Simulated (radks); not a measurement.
Dispersion coefficients C6 (hartree bohr^6) between ground-configuration atoms and ions, from the Casimir-Polder integral (3/pi) of alpha_A(iw) alpha_B(iw). All-electron calculation, scalar-relativistic Kohn-Sham, LDA (Slater exchange, Perdew-Wang correlation), spin-polarised, spherical densities, finite nucleus; open shells are filled with parallel spins first (spin-orbit coupling, left out, can overturn this in heavy ions); Fermi nuclear charge, rms radius of each element as measured or else 0.836 A^(1/3) + 0.57 fm. Program: a radial shooting solver on a logarithmic mesh with Libxc functionals. Response by self-consistent Sternheimer equations with the Hartree and adiabatic LDA kernel, the relativistic mass of each level held fixed and spin-orbit coupling left out.

| C6 | Rb | Rb+ | Rb2+ | Rb3+ | Rb4+ | Rb5+ | Rb6+ |
|---|---|---|---|---|---|---|---|
| Rb | 3894 |  |  |  |  |  |  |
| Rb+ | 278.9 | 57.59 |  |  |  |  |  |
| Rb2+ | 200.7 | 43.59 | 33.14 |  |  |  |  |
| Rb3+ | 151.3 | 33.86 | 25.83 | 20.18 |  |  |  |
| Rb4+ | 117.6 | 26.73 | 20.43 | 15.99 | 12.68 |  |  |
| Rb5+ | 94.12 | 21.47 | 16.42 | 12.86 | 10.21 | 8.220 |  |
| Rb6+ | 76.48 | 17.31 | 13.24 | 10.37 | 8.231 | 6.631 | 5.352 |

Static polarisabilities (bohr^3): Rb ([Kr] 5s1) 280.2, Rb+ ([Kr]) 9.461, Rb2+ ([Ar] 3d10 4s2 4p5) 6.650, Rb3+ ([Ar] 3d10 4s2 4p4) 4.943, Rb4+ ([Ar] 3d10 4s2 4p3) 3.815, Rb5+ ([Ar] 3d10 4s2 4p2) 3.052, Rb6+ ([Ar] 3d10 4s2 4p1) 2.491. The combination rule 2 Ca Cb / ((alpha_b/alpha_a) Ca + (alpha_a/alpha_b) Cb) gives 20.44 for Rb4+-Rb2+, against 20.43 from the integral.
